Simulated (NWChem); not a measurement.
Species: PbNH2F, singlet; SMILES [NH2][Pb][F]

```xyz
5

Pb     0.2720     0.0231     0.0000
F     -0.9798    -1.6216     0.0000
N     -1.3942     1.3389     0.0000
H     -2.3433     0.9733     0.0000
H     -1.3863     2.3544     0.0000
```
Atoms are numbered in this order, from 1.

Results from NWChem. Low-valent species are run as closed-shell singlets; no triplet was tried in these runs. All runs use the structure optimised with PBE0/def2-SVP. def2 effective core potentials on Pb; no spin-orbit coupling. Vertical excitations in the gas phase; the lowest state need not have the same character in each row.

| level | lowest excitation, singlet (eV) | orbital gap (eV) |
|---|---|---|
| PBE/def2-SVP, full TDDFT | 4.32 | 3.23 |
| B3LYP/def2-SVP, full TDDFT | [?] | [?] |
| LDA (Slater exchange, VWN5)/def2-SVP, full TDDFT | 4.35 | 3.21 |

Some entries are withheld; supply them.


- B3LYP/def2-SVP, full TDDFT, lowest excitation, singlet (eV): 4.45
- B3LYP/def2-SVP, full TDDFT, orbital gap (eV): 4.65
